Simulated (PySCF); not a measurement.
H₃NSTe. Atoms are numbered in the order given.

```xyz
6

Te     0.5169     0.0658    -0.1418
N      0.3860    -1.7460     0.7946
H      0.9166    -1.7919     1.6622
H      0.6083    -2.5319     0.1871
S     -1.8315     0.7378    -0.0743
H     -1.8032     1.3196     1.1494
```

The structure is a stationary point at B3LYP-D3(BJ)/def2-SVP. The def2 effective core potentials stand for the cores of Te; spin–orbit coupling is left out. Other conformers were not sampled.

All values below come from PySCF with CAM-B3LYP/def2-TZVPD.

Mulliken values depend strongly on the basis, most of all with diffuse functions as here. ESP charges are fitted to the potential on shells at 1.4 to 2.0 van der Waals radii. Atomic charges (e):

```json
[
 {"atom": "Te1", "Mulliken": "0.35", "ESP fit": "0.14"},
 {"atom": "N2", "Mulliken": "-0.66", "ESP fit": "-0.78"},
 {"atom": "H3", "Mulliken": "0.26", "ESP fit": "0.34"},
 {"atom": "H4", "Mulliken": "0.25", "ESP fit": "0.36"},
 {"atom": "S5", "Mulliken": "-0.35", "ESP fit": "-0.21"},
 {"atom": "H6", "Mulliken": "0.16", "ESP fit": "0.15"}
]
```
